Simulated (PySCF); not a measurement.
C4H2ClF, SMILES C(/C#C)(Cl)=C/F.

The structure is a stationary point at ωB97X-D3(BJ)/def2-SVP. The structure was generated by enumeration; whether it is a known compound was not checked.

Level of theory: PySCF with PBE/def2-TZVP.

Symmetry labels are those of the subgroup Cs that the program uses (full group Cs).

Computed valence orbital energies around the gap with their symmetry:
```tsv
orbital	symmetry	energy (eV)
HOMO−7	A"	-11.84
HOMO−6	A'	-11.36
HOMO−5	A"	-9.56
HOMO−4	A'	-9.55
HOMO−3	A'	-8.07
HOMO−2	A"	-7.65
HOMO−1	A'	-7.28
HOMO	A"	-6.06
LUMO	A"	-2.16
LUMO+1	A'	-1.48
LUMO+2	A'	0.61
LUMO+3	A'	1.13
```
